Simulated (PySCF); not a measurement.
**Telling isomers of C₇H₁₀F₃P apart by NMR**

Theory: σ from GIAO-PBE0/pcSseg-1, geometry: GFN2-xTB, in PySCF 2.14 (one conformer, relativity neglected, fast rotation and ring inversion assumed for equivalent nuclei, gas phase).

Scale: ¹H (σ = 31.72 ppm), ¹³C (σ = 186.93 ppm) against TMS (reference shieldings calculated alike). Splittings of carbon signals by F and P are missing where no couplings were computed. Where no couplings were computed, multiplicities follow the n + 1 count of equivalent neighbours, and m marks all less simple cases (inequivalent or close neighbours, rings, F or P nearby). Shifts are as computed. Against solution values, carbons near 30 ppm lie about +3 ppm off and those near 130 ppm about +5 ppm. Of 1211 compounds with measured shifts, 218 miss one by over three times the rms of a fit or turn the order of signals round; such compounds aren't used in these exercises.

(1) Tabulate the signals of `C=[P@@](C)(C(F)=C(F)F)C1CC1`, `CC(C)=C=PCCC(F)(F)F`, `C=C/C(C)=P/CCC(F)(F)F` and their relative energies.

(2) What is the quickest way to tell C=[P@@](C)(C(F)=C(F)F)C1CC1 from C=C/C(C)=P/CCC(F)(F)F?

(3) What is the quickest way to tell CC(C)=C=PCCC(F)(F)F from C=C/C(C)=P/CCC(F)(F)F?

(4) What is the quickest way to tell C=[P@@](C)(C(F)=C(F)F)C1CC1 from CC(C)=C=PCCC(F)(F)F?

Results:

(1) 
```json
{"SMILES": "C=[P@@](C)(C(F)=C(F)F)C1CC1", "carbon types": "2×C 1×CH 3×CH2 1×CH3", "δC": "170.9, 144.7, 15.9, 7.4, 4.0, 3.7, -1.9", "δH": "1.69 (m, 3H), 1.03 (m, 1H), 0.98 (m, 1H), 0.84 (m, 1H), 0.74 (m, 1H), 0.66 (m, 1H), 0.10 (m, 2H)", "E rel. (kcal/mol)": "67.1"}
{"SMILES": "CC(C)=C=PCCC(F)(F)F", "carbon types": "3×C 2×CH2 2×CH3", "δC": "268.7, 135.6, 123.6, 39.6, 30.7, 24.5", "δH": "2.16 (m, 2H), 2.15 (m, 2H), 1.98 (s, 6H)", "E rel. (kcal/mol)": "5.8"}
{"SMILES": "C=C/C(C)=P/CCC(F)(F)F", "carbon types": "2×C 1×CH 3×CH2 1×CH3", "δC": "211.3, 150.4, 135.4, 117.7, 36.6, 25.6, 18.9", "δH": "7.31 (m, 1H), 5.65 (m, 1H), 5.44 (m, 1H), 2.45 (m, 3H), 2.45 (m, 2H), 2.07 (m, 2H)", "E rel. (kcal/mol)": "0.0"}
```

Energies are electronic energies at PBE0/pcSseg-1 on these geometries, without zero-point or thermal terms, each for the one conformer computed, which needn't be the lowest.

(2) Both give the same number of carbon signals, with the same numbers of each carbon type, so the positions decide. The first has a three-membered-ring carbon (CH) at 7.4 ppm, the second an alkene CH at 150.4 ppm. Their most deshielded carbons lie at 170.9 and 211.3 ppm. In the proton spectra the most deshielded non-exchanging signals are 1.69 (m, 3H) and 7.31 (m, 1H).

(3) Count the carbon signals: 6 against 7. The first has a cumulene carbon (C) at 268.7 ppm, the second an alkene CH at 150.4 ppm. Their most deshielded carbons lie at 268.7 and 211.3 ppm. In the proton spectra the most deshielded non-exchanging signals are 2.16 (m, 2H) and 7.31 (m, 1H).

(4) Count the carbon signals: 7 against 6. The first has a three-membered-ring carbon (CH) at 7.4 ppm, the second a cumulene carbon (C) at 268.7 ppm. Their most deshielded carbons lie at 170.9 and 268.7 ppm. In the proton spectra the most deshielded non-exchanging signals are 1.69 (m, 3H) and 2.16 (m, 2H).
